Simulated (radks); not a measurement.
Q: Coherent X-ray form factor from a spherical all-electron density. Calculated with a radial shooting solver on a logarithmic mesh with Libxc functionals: scalar-relativistic Kohn-Sham, Wu-Cohen GGA, spin-unpolarised, spherical densities, point nucleus.

| sin(theta)/lambda (1/angstrom) | f0 (electrons) |
|---|---|
| 0.05 | 56.528 |
| 0.1 | 55.170 |
| 0.15 | 53.092 |
| 0.2 | 50.518 |
| 0.25 | 47.684 |
| 0.3 | 44.793 |
| 0.4 | 39.359 |
| 0.5 | 34.720 |
| 0.6 | 30.846 |
| 0.8 | 24.818 |
| 1 | 20.609 |
| 1.25 | 17.243 |
| 1.5 | 14.987 |
| 2 | 11.318 |

The species is in the configuration that NIST lists as its ground one. Which atom or ion scatters so?

A: The europium ion Eu6+, [Kr] 4d10 4f5 5s2 5p4. Extrapolating in s^2 from the first two rows gives f0(0) = 57.0, near the electron count 57; among species with that count, the fall with angle is slower the higher Z, and the table is that of Z = 63; from so few rows the species is fixed only to a neighbour or two.
